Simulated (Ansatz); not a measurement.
The same redistribution along the group Mg, Zn, Cd.

Program: Ansatz. Geometries: PBE0-D4/def2-TZVP. ΔE: electronic, gas phase. CCSD(T)/CBS adds triple-zeta CCSD(T) − MP2 to the extrapolated MP2 energy (def2 sets, frozen cores). DFT in def2-TZVPP. Elements past krypton have def2 core potentials. For Br, Cd, In, Mg, Zn outer-core shells are correlated without core-valence functions, which leaves a few kJ/mol of doubt a bond. Scalar relativity is left out up to krypton. One conformer a species, not always the lowest.

```tsv
reaction	CCSD(T)/CBS(def2) (kcal/mol)
`[CH3][Mg][NH2]` + `[Br][InH2]` → `[NH2][Mg][Br]` + `[CH3][InH2]`	?
`[CH3][Zn][NH2]` + `[Br][InH2]` → `[NH2][Zn][Br]` + `[CH3][InH2]`	1.6
`[CH3][Cd][NH2]` + `[Br][InH2]` → `[NH2][Cd][Br]` + `[CH3][InH2]`	1.6
```

Task: Fill in the missing values. (Estimate.)

Result: Ansatz gave: `[CH3][Mg][NH2]` + `[Br][InH2]` → `[NH2][Mg][Br]` + `[CH3][InH2]`: -12.0 kcal/mol.

Largest T1 diagnostic: 0.014, for `[CH3][Zn][NH2]`.
